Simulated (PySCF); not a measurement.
Below is a simulated gas-phase C 1s photoelectron spectrum of `CC(C)(C)S(C)(=O)=O`.

Every computed line was given a Gaussian of 0.4 eV full width at half maximum and an area set by the number of equivalent atoms; the highest printed point is 100. Method: PySCF, delta-SCF UKS SCAN, pcX-2 on the ionised atom, pcseg-1 elsewhere, spin-free X2C.

```csv
binding energy (eV),intensity
290.2,0
290.3,2
290.4,7
290.5,23
290.6,53
290.7,86
290.8,100
290.9,82
291.0,49
291.1,27
291.2,27
291.3,44
291.4,62
291.5,64
291.6,47
291.7,25
291.8,10
291.9,3
292.0,1
```

Q: How many maxima does the curve show, and how many computed lines lie under it?

A: The curve has 2 maxima (at 290.8 and 291.5 eV). Under it lie 3 lines from 3 inequivalent carbon sites. At this width some lines have no maximum of their own.

Q: Decompose the envelope and assign each component. Numbering: `[CH3:1][C:2]([CH3:3])([CH3:4])[S:5]([CH3:6])(=[O:7])=[O:8]`.

A: 
```tsv
position (eV)	relative area	line	atoms	environment
290.79	3	C 1s	C1/C3/C4	methyl carbon
291.42	1	C 1s	C2	sp3 carbon bound to sulfur
291.50	1	C 1s	C6	S-methyl carbon
```

Q: What are the centre and the root-mean-square width of the whole band?

A: The area-weighted mean of the lines is 291.06 eV. Their own spread about it is 0.33 eV (rms) and each Gaussian has σ = 0.4/2.355 = 0.17 eV; the variances add, which gives 0.37 eV.

Lowest listed C 1s: C1/C3/C4, bonded to C and 3 H. Highest, 0.71 eV above it: C6, bonded to S and 3 H. Summing the Pauling electronegativity differences to the bonded atoms, each weighted by its formal bond order, gives -1.05 for the lowest site and -1.02 for the highest; the largest sum, +0.03, belongs to C2, 0.08 eV below the top.

No satellites, vibrations or lifetime broadening are included. Topologically equivalent atoms share the value of their first member; where this conformer doesn't relate them by symmetry, their own values could differ. Geometry: PBE0-D3(BJ)/def2-SVP; no solvent, vibrations or thermal averaging.

The run took 2.1 min wall on one thread of an Arm Neoverse V1, shared host.

Conformer computed: `[CH3:1][C:2]([CH3:3])([CH3:4])[S:5]([CH3:6])(=[O:7])=[O:8]`: C1–C2–S5–C6 180°.
